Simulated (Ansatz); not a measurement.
Stepwise reaction of `[F][In]([F])[Br]` with hydrogen sulfide, as a gas-phase model of exchange steps in deposition or etching. ΔE in kJ/mol; ΔG adds harmonic PBE0-D4 terms to CCSD(T)/CBS, at 1 bar.

Program: Ansatz. Geometries: PBE0-D4/def2-TZVP. ΔE: electronic, gas phase. CCSD(T)/CBS is the MP2 limit (def2-TZVPP, def2-QZVPP) plus CCSD(T) − MP2 in def2-TZVPP, frozen cores. This one scheme is used for every species. DFT in def2-TZVPP. B3LYP here is the variant with VWN-RPA as its local correlation; programs differ in this. def2 core potentials past Kr. For Br, In outer-core shells are correlated without core-valence functions, which leaves a few kJ/mol of doubt a bond. Scalar relativity is left out up to krypton. Each species was taken in one conformer, which may not be the lowest.

| step | reaction | PBE-D4 | B3LYP-D4 | ωB97M-V | CCSD(T)/CBS | ΔG(500 K) |
| --- | --- | --- | --- | --- | --- | --- |
| 2 | `[F][In]([SH])[Br]` + H₂S → `[SH][In]([SH])[Br]` + H–F | -36.2 | -32.8 | -33.7 | -40.8 | -30.3 |

**Question.** Give the row of step 1, `[F][In]([F])[Br]` + H₂S → `[F][In]([SH])[Br]` + H–F. (An estimate is asked.)

**Answer.** The calculation gave: 
```csv
step,reaction,PBE-D4,B3LYP-D4,ωB97M-V,CCSD(T)/CBS,ΔG(500 K)
1,`[F][In]([F])[Br]` + H₂S → `[F][In]([SH])[Br]` + H–F,-47.9,-44.8,-44.9,-51.2,-43.2
```

**Question.** By hand: ΔE of the 2 steps together at CCSD(T)/CBS.

**Answer.** (-51.2) + (-40.8) = -92.0 kJ/mol, or -46.0 kJ/mol a step.

In ΔE each step is higher than the one before. All are downhill at CCSD(T)/CBS. ΔG lies between -43.2 and -30.3 kJ/mol a step. PBE-D4 differs from CCSD(T)/CBS by 3.3 to 4.6 kJ/mol a step. Isolated molecules leave out the surface, adducts and barriers. Largest T1 diagnostic: 0.014.
